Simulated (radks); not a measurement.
Values are calculated unless marked as measured or tabulated.
Problem. Species: Pr I. Configuration: [Xe] 4f3 6s2. Code: a radial shooting solver on a logarithmic mesh with Libxc functionals. Model: Dirac Kohn-Sham, LDA (Slater exchange, Perdew-Wang correlation), spin-unpolarised, spherical densities, finite nucleus; open shells fill j = l - 1/2 first; Fermi nuclear charge, rms radius 4.8919 fm. Some entries of the table are withheld. Estimate them.

orbital,occ.,eigenvalue (eV),<r> (bohr)
1s1/2,2,-41731.99,0.02411
2s1/2,2,-6711.814,0.1027
2p1/2,2,-6346.583,(1)
2p3/2,4,-5864.957,(2)
3s1/2,2,-1447.300,0.2724
3p1/2,2,(3),0.2619
3p3/2,4,(4),0.2743
3d3/2,4,(5),0.2453
3d5/2,6,(6),0.2492
4s1/2,2,-287.1067,0.6229
4p1/2,2,-228.8137,0.6405
4p3/2,4,-208.1493,0.6688
4d3/2,4,-112.2478,0.7221
4d5/2,6,-108.6253,0.7323
5s1/2,2,(7),(8)
5p1/2,2,-23.4657,1.707
5p3/2,4,-20.6396,1.800
6s1/2,2,-3.5847,4.443
5d3/2,0,-2.2398,3.247
5d5/2,0,-2.0780,3.344
4f5/2,3,-1.5196,1.198
6p1/2,0,-1.4121,5.879
6p3/2,0,-1.2360,6.187
4f7/2,0,-1.1797,1.228

Solution. 
(1) 2p1/2 <r> (bohr): 0.08608
(2) 2p3/2 <r> (bohr): 0.09239
(3) 3p1/2 eigenvalue (eV): -1291.527
(4) 3p3/2 eigenvalue (eV): -1196.158
(5) 3d3/2 eigenvalue (eV): -923.1547
(6) 3d5/2 eigenvalue (eV): -902.5756
(7) 5s1/2 eigenvalue (eV): -39.0224
(8) 5s1/2 <r> (bohr): 1.507
